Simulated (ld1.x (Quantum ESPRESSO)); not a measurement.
# Scattering properties, TM potential for phosphorus (P)

```
Element                 : P (Z = 15)
Generator               : ld1.x (Quantum ESPRESSO) 7.5
Type                    : norm-conserving Troullier–Martins (Kleinman–Bylander form)
Functional              : LDA (PZ)
Relativity              : scalar-relativistic
Frozen core             : [Ne]
Valence charge          : 5
Reference configuration : 3s2 3p1 (charge +2)
Partial waves           : 3s (bound): rc 1.40 bohr; 3p (bound): rc 1.20 bohr; 3d channel at 0.35 Ry: rc 1.35 bohr
Local potential         : all-electron potential smoothed inside 0.95 bohr (lloc = -2)
Core correction         : a·sin(br)/r model core, default radius (core density twice the valence density)
```

The phase is arctan(r·u′/u) with u = r·R(r), unwrapped; energies in Ry, scanned from -5 to 5 Ry. A pole is an energy at which the radial function vanishes at the test radius. The pseudo phase is shifted by a multiple of π to meet the all-electron one at the reference energy, and phase errors are pseudo minus all-electron; the curves can meet again beyond the range given. Levels narrower than the energy grid can be missing from the lists of poles.

| channel | radius (bohr) | reference energy (Ry) | poles, all-electron | poles, pseudo | unbroken range about the reference energy with phases within 0.05 rad | phase error 1 Ry above the reference energy (rad) |
| --- | --- | --- | --- | --- | --- | --- |
| s | 1.55 | -2.50 | 3.52 | 0.91 | below -0.5 | -0.018 |
| p | 1.55 | -1.79 | 4.38 | 2.83 | below 0.9 | -0.019 |
| d | 1.55 | 0.35 | 4.17 | 4.20 | the whole range | +0.000 |

Phases in the s channel:

```
E (Ry)  all-electron  pseudo
 -5.00         1.025   1.013
 -4.48         0.933   0.921
 -3.96         0.798   0.787
 -3.44         0.590   0.582
 -2.92         0.267   0.265
 -2.40        -0.170  -0.170
 -1.88        -0.598  -0.606
 -1.36        -0.905  -0.927
 -0.84        -1.103  -1.140
 -0.32        -1.232  -1.288
  0.20        -1.322  -1.405
  0.72        -1.387  -1.520
  1.24        -1.437  -1.696
  1.76        -1.477  -2.479
  2.28        -1.510  -4.192
  2.80        -1.538  -4.448
  3.32        -1.562  -4.541
  3.84        -1.584  -4.594
  4.36        -1.604  -4.631
  4.88        -1.623  -4.660
```
